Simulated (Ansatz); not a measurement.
Ansatz (an electronic-structure program) input file for Sn(F)(Cl)2(OH) (Cl2FHOSn), SMILES [Sn]([OH])([Cl])([Cl])[F], B3LYP-D3(BJ)/def2-SVP. 

Ansatz 0.2 input:
```yaml
crystal:
  periodic: [false, false, false]
  atoms:
    - {symbol: O, position_ang: [-1.85336180, -0.67721593, -0.65245209]}
    - {symbol: Sn, position_ang: [-0.15414306, -0.07383736, 0.06886836]}
    - {symbol: F, position_ang: [-0.41307971, -0.44995618, 1.99110675]}
    - {symbol: Cl, position_ang: [1.56438411, -1.32079243, -0.72021777]}
    - {symbol: Cl, position_ang: [0.12444550, 2.15436967, -0.23029857]}
    - {symbol: H, position_ang: [-2.45833815, -1.01161186, 0.01501535]}
basis:
  gaussian:
    orbitals: def2-SVP
hamiltonian:
  xc: b3lyp
  dispersion: d3bj
relax: {f_tol: 0.002, max_steps: 200}
```

Program output:

```
WARN ansatz: RAYON_NUM_THREADS=1 ignored (pool sized by the plan → 1); use --threads N
Functional definition: B3LYP
integrals: 0.05 GiB planned
1041 factors; integrals over basis functions are off by at most 2.4e-4 eV
mean field: 0.46 GiB planned
mean field evaluation 1: about -35643.3603 eV, gradient 6.4e1 eV
mean field evaluation 2: about -35612.6549 eV, gradient 1.4e2 eV
mean field evaluation 4: about -35650.6505 eV, gradient 1.1e1 eV
mean field evaluation 8: about -35650.9101 eV, gradient 2.4e-1 eV
mean field evaluation 16: about -35650.9102 eV, gradient 7.2e-6 eV
mean field -35650.91024598 eV, -1310.1467864850 hartree, gradient 8.0e-6 eV, S^2 0.000000; 0 other end points of the search recorded, 0 dependent functions left out
the calculation of the forces begins
reference -35650.91048417 eV, -1310.1467952380 hartree; 37, 37 occupied and 58, 58 virtual orbitals, 1041 factors
relax step   1: F+E_penalty+E_count = -35651.21065674 eV  Δ(F+E_penalty+E_count) = +0.000e0 eV  max|allowed force component| = 1.707e0 eV/Å  Δτ_max = 0.0000 Å  (28 SCF iters, accepted)
these checks for a lower state are left out or cut short: starts, cluster_reference, orbital_swaps, neighbouring_geometries, increment
integrals: 0.05 GiB planned
1041 factors; integrals over basis functions are off by at most 2.5e-4 eV
mean field: 0.46 GiB planned
mean field -35651.02615506 eV, -1310.1510460650 hartree, gradient 1.7e-5 eV, S^2 0.000000; 0 other end points of the search recorded, 0 dependent functions left out
the calculation of the forces begins
reference -35651.02639537 eV, -1310.1510548964 hartree; 37, 37 occupied and 58, 58 virtual orbitals, 1041 factors
relax step   2: F+E_penalty+E_count = -35651.32117752 eV  Δ(F+E_penalty+E_count) = -1.105e-1 eV  max|allowed force component| = 2.244e-1 eV/Å  Δτ_max = 0.0598 Å  (31 SCF iters, accepted)
these checks for a lower state are left out or cut short: starts, cluster_reference, orbital_swaps, neighbouring_geometries, increment
integrals: 0.05 GiB planned
1041 factors; integrals over basis functions are off by at most 2.5e-4 eV
mean field: 0.46 GiB planned
mean field -35651.02803439 eV, -1310.1511151291 hartree, gradient 1.1e-5 eV, S^2 0.000000; 0 other end points of the search recorded, 0 dependent functions left out
the calculation of the forces begins
reference -35651.02827466 eV, -1310.1511239589 hartree; 37, 37 occupied and 58, 58 virtual orbitals, 1041 factors
relax step   3: F+E_penalty+E_count = -35651.32436297 eV  Δ(F+E_penalty+E_count) = -3.185e-3 eV  max|allowed force component| = 4.512e-2 eV/Å  Δτ_max = 0.0154 Å  (32 SCF iters, accepted)
these checks for a lower state are left out or cut short: starts, cluster_reference, orbital_swaps, neighbouring_geometries, increment
integrals: 0.05 GiB planned
1041 factors; integrals over basis functions are off by at most 2.5e-4 eV
mean field: 0.46 GiB planned
mean field evaluation 32: about -35650.9873 eV, gradient 2.8e-1 eV
mean field -35651.02826311 eV, -1310.1511235342 hartree, gradient 2.2e-5 eV, S^2 0.000000; 0 other end points of the search recorded, 0 dependent functions left out
the calculation of the forces begins
reference -35651.02850338 eV, -1310.1511323642 hartree; 37, 37 occupied and 58, 58 virtual orbitals, 1041 factors
relax step   4: F+E_penalty+E_count = -35651.32447954 eV  Δ(F+E_penalty+E_count) = -1.166e-4 eV  max|allowed force component| = 8.301e-3 eV/Å  Δτ_max = 0.0030 Å  (25 SCF iters, accepted)
these checks for a lower state are left out or cut short: starts, cluster_reference, orbital_swaps, neighbouring_geometries, increment
integrals: 0.05 GiB planned
1041 factors; integrals over basis functions are off by at most 2.5e-4 eV
mean field: 0.46 GiB planned
mean field -35651.02830295 eV, -1310.1511249986 hartree, gradient 6.9e-5 eV, S^2 0.000000; 0 other end points of the search recorded, 0 dependent functions left out
the calculation of the forces begins
reference -35651.02854323 eV, -1310.1511338286 hartree; 37, 37 occupied and 58, 58 virtual orbitals, 1041 factors
relax step   5: F+E_penalty+E_count = -35651.32449442 eV  Δ(F+E_penalty+E_count) = -1.488e-5 eV  max|allowed force component| = 8.735e-3 eV/Å  Δτ_max = 0.0018 Å  (21 SCF iters, accepted)
these checks for a lower state are left out or cut short: starts, cluster_reference, orbital_swaps, neighbouring_geometries, increment
integrals: 0.05 GiB planned
1041 factors; integrals over basis functions are off by at most 2.5e-4 eV
mean field: 0.46 GiB planned
mean field -35651.02829545 eV, -1310.1511247227 hartree, gradient 8.2e-5 eV, S^2 0.000000; 0 other end points of the search recorded, 0 dependent functions left out
the calculation of the forces begins
reference -35651.02853572 eV, -1310.1511335527 hartree; 37, 37 occupied and 58, 58 virtual orbitals, 1041 factors
relax step   6: F+E_penalty+E_count = -35651.32450269 eV  Δ(F+E_penalty+E_count) = -8.265e-6 eV  max|allowed force component| = 3.157e-3 eV/Å  Δτ_max = 0.0028 Å  (20 SCF iters, accepted)
these checks for a lower state are left out or cut short: starts, cluster_reference, orbital_swaps, neighbouring_geometries, increment
integrals: 0.05 GiB planned
1041 factors; integrals over basis functions are off by at most 2.5e-4 eV
mean field: 0.46 GiB planned
mean field -35651.02829374 eV, -1310.1511246600 hartree, gradient 3.1e-5 eV, S^2 0.000000; 0 other end points of the search recorded, 0 dependent functions left out
the calculation of the forces begins
reference -35651.02853402 eV, -1310.1511334900 hartree; 37, 37 occupied and 58, 58 virtual orbitals, 1041 factors
relax step   7: F+E_penalty+E_count = -35651.32450387 eV  Δ(F+E_penalty+E_count) = -1.182e-6 eV  max|allowed force component| = 5.378e-4 eV/Å  Δτ_max = 0.0008 Å  (21 SCF iters, accepted)
integrals: 0.05 GiB planned
1041 factors; integrals over basis functions are off by at most 2.5e-4 eV
mean field: 0.46 GiB planned
mean field evaluation 64: about -35651.0283 eV, gradient 2.9e-4 eV
mean field -35651.02829374 eV, -1310.1511246600 hartree, gradient 3.1e-5 eV, S^2 0.000000; 1 other end points of the search recorded, 0 dependent functions left out
the calculation of the forces begins
reference -35651.02853402 eV, -1310.1511334900 hartree; 37, 37 occupied and 58, 58 virtual orbitals, 1041 factors
Total energy: -35651.32474415 eV, -1310.1620190116 hartree
Atom 0 at    -1.898470    -0.688628    -0.691892 Å, force    -0.000096    -0.000012     0.000206 eV/Å
Atom 1 at    -0.199232    -0.096322     0.102067 Å, force     0.000118     0.000041     0.000446 eV/Å
Atom 2 at    -0.357123    -0.428060     1.999548 Å, force    -0.000072     0.000038    -0.000538 eV/Å
Atom 3 at     1.601919    -1.322735    -0.716314 Å, force     0.000041     0.000017    -0.000007 eV/Å
Atom 4 at     0.151754     2.181742    -0.223003 Å, force     0.000074     0.000010    -0.000029 eV/Å
Atom 5 at    -2.488940    -1.025040     0.001617 Å, force    -0.000065    -0.000092    -0.000077 eV/Å
Dipole moment:    -0.198731    -0.077303    -0.024495 e Å
```

The calculation finished and met its thresholds.

Cost: very roughly 30 core-seconds.
